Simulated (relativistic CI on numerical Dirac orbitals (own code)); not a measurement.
**Hyperfine structure of Hg32+, mass number 199**

Calculated at this level of theory: Dirac-Coulomb-Breit CI, orbitals from a KLI potential per configuration, a model potential for QED, unscaled Slater integrals (own radial code, finite nucleus).

Configuration list (outside the closed core [Ar] 3d10): 4s2 4p6 4d10 4f2, 4s2 4p6 4d9 4f3, 4s2 4p6 4d10 4f 5s, 4s2 4p6 4d10 4f 5p, 4s2 4p5 4d10 4f3, 4s2 4p6 4d10 5s2, 4s2 4p6 4d10 5s 5p, 4s2 4p6 4d10 4f 5d, 4s 4p6 4d10 4f3, 4s2 4p6 4d10 5p2, 4s2 4p6 4d10 5s 5d, 4s2 4p6 4d9 4f2 5s, 4s2 4p6 4d9 4f 5s2, 4s2 4p6 4d10 4f 5f, 4s2 4p6 4d10 5p 5d, 4s2 4p6 4d9 4f2 5p. Levels of other configurations are missing.

Nuclear spin I = 1/2, μ = 0.5039 μN (tables of Stone and Pyykkö). The electronic factors are computed for point nuclear moments, without core polarisation or the Bohr-Weisskopf and QED corrections.

```tsv
Level	E (cm⁻¹)	A (MHz)
4s2 4p6 4d10 4f2 3H_4	0.0	6416
4s2 4p6 4d10 4f2 3F_2	24962.5	6456
4s2 4p6 4d10 4f2 3H_5	45329.0	4575
4s2 4p6 4d10 4f2 3F_3	61521.4	4061
4s2 4p6 4d10 4f2 3H_6	79850.9	3932
4s2 4p6 4d10 4f2 3F_4	111860.9	3456
4s2 4p6 4d10 4f2 3P_1	120417.7	-262.4
4s2 4p6 4d10 4f2 1I_6	128418.9	4179
```

Levels with J = 0, under 50 % of one LS term, or S terms without an open s electron are left out. Small factors come from cancelling terms and can be off by tens of per cent or more.

At this charge energies of transitions that change n are usually good to better than 1 %, and those within a shell (Δn = 0) to a few per cent. Terms inside the open d or f shell come out 10 to 20 % too wide with unscaled integrals.

Give the hyperfine levels of 4s2 4p6 4d10 4f2 3H_4 relative to its centre of gravity.

With K = F(F + 1) − I(I + 1) − J(J + 1), E = AK/2: F = 7/2: -16040, F = 9/2: 12830 MHz.

LS names give the leading component of a level, which can be under half, so a name can repeat, a term be missing and a line seem to break the LS rules.
